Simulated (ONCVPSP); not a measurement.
# Ranking ONCV potentials for N (Z = 7)

All share these settings but for the change named:

ONCVPSP 4.0.1 input, shortened (lines: element, Z, core and valence counts, functional; n l f; lmax; l rc ep ncon nbas qcut; lloc lpopt rc5 dvloc0; l nproj debl; icmod fcfact rcfact), PBE, scalar-relativistic:

```
  N 7.00    1    2        4      upf
    1    0    2.00
    2    0    2.00
    2    1    3.00
    2
    0    1.00    0.00    3    6    8.40
    1    1.55    0.00    3    7    7.30
    2    1.25    0.31    4    7    7.40
    4    4    0.95    0.00
    0    2    1.40
    1    2    1.80
    2    2    1.30
    1    0.55    0.00
```

Cutoff: the first of the cutoffs (Ha) at which the residual kinetic energy of the hardest occupied pseudo-wave falls to 1 and 0.1 mHa per electron; the density cutoff is not measured.

The base gives 27 Ha.

Of 6 variants that were run, those that failed, showed a ghost or another fault, or gave nearly equal values are left out.

A variant can come out equal or close to the base.

(1) Rank these variants from softest to hardest (loose cutoff).
A. s: qcut 12.2; p: qcut 10.6; d: qcut 10.7
B. all radii but the core radius scaled by about 1.32 (s 1.32, p 2.04, d 1.64 bohr); local potential polynomial inside 1.26 bohr (lpopt 4, dvloc0 0 Ha)
C. d: nbas 9

Results:

(1) B (22 Ha), C (27 Ha), A (36 Ha).
